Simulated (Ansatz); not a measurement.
Input file for `N[SiH]([AsH2])C=O`:

```yaml
crystal:
  periodic: [false, false, false]
  atoms:
    - {symbol: N, position_ang: [-1.181719, 1.083025, 0.308029]}
    - {symbol: Si, position_ang: [-0.314934, -0.389547, 0.265808]}
    - {symbol: As, position_ang: [1.840684, -0.240305, 1.229104]}
    - {symbol: C, position_ang: [0.012472, -1.092504, -1.497676]}
    - {symbol: O, position_ang: [-0.204592, -0.459120, -2.501104]}
    - {symbol: H, position_ang: [-0.739395, 1.922015, -0.032815]}
    - {symbol: H, position_ang: [-2.164410, 1.081637, 0.080600]}
    - {symbol: H, position_ang: [-1.093179, -1.430295, 0.991350]}
    - {symbol: H, position_ang: [1.306878, 0.604706, 2.376019]}
    - {symbol: H, position_ang: [2.162725, 0.987395, 0.385649]}
    - {symbol: H, position_ang: [0.440768, -2.124006, -1.584366]}
basis:
  gaussian: {orbitals: def2-SVP}
correlation: {method: ccsd_t}
```

```sh
$ ansatz run in.yaml --threads 4 --pin off --events-out ev --progress --plain
```

Output of Ansatz, abridged:

```
Functional definition: HF
  name "HF"
  cite "Fock, Z. Phys. 61, 126 (1930) doi:10.1007/BF01340294"
  parent pbe
  exchange = exact_x
  correlation = 0
1209 factors; integrals over basis functions are off by at most 1.1e-3 eV
mean field evaluation 1: about -73284.2769 eV, gradient 4.3e1 eV
mean field evaluation 2: about -73284.3269 eV, gradient 4.3e1 eV
mean field evaluation 4: about -73288.6563 eV, gradient 4.4e0 eV
mean field evaluation 8: about -73288.7508 eV, gradient 5.1e-1 eV
mean field evaluation 16: about -73288.7532 eV, gradient 1.4e-6 eV
mean field -73288.75323681 eV, -2693.3120045516 hartree, gradient 1.4e-6 eV, S^2 0.000000; 0 other end points of the search recorded, 0 dependent functions left out
17 core orbitals not correlated: weight in the atoms' cores, before any rotation towards them, 1.000 or more for the frozen orbitals, at most 0.000 for the correlated occupied ones
reference -73288.75323681 eV, -2693.3120045516 hartree; 20, 20 occupied and 85, 85 virtual orbitals, 1209 factors
second order -22.11147801 eV of doubles, -0.00000000 eV of singles
cycle   1  -22.46845872 eV  change   -3.6e-1 eV  update   1.2e-1
cycle   2  -23.13443165 eV  change   -6.7e-1 eV  update   3.7e-2
cycle   3  -23.29108563 eV  change   -1.6e-1 eV  update   2.0e-2
cycle   4  -23.28008744 eV  change    1.1e-2 eV  update   4.9e-3
cycle   5  -23.28063867 eV  change   -5.5e-4 eV  update   2.1e-3
cycle   6  -23.28104152 eV  change   -4.0e-4 eV  update   6.2e-4
cycle   7  -23.28053499 eV  change    5.1e-4 eV  update   2.5e-4
cycle   8  -23.28048224 eV  change    5.3e-5 eV  update   9.9e-5
cycle   9  -23.28050981 eV  change   -2.8e-5 eV  update   5.8e-5
cycle  10  -23.28048754 eV  change    2.2e-5 eV  update   3.6e-5
perturbative correction -0.70812574 eV, -0.0260231411 hartree
Total energy: -73312.74185010 eV, -2694.1935698299 hartree
```

Run time 13 s (4 threads of a server CPU on a shared host); peak host memory 0.7 GiB.

The correlation energy is -23.989 eV, 3.0 % of it from (T); the T1 diagnostic reads 0.0128.
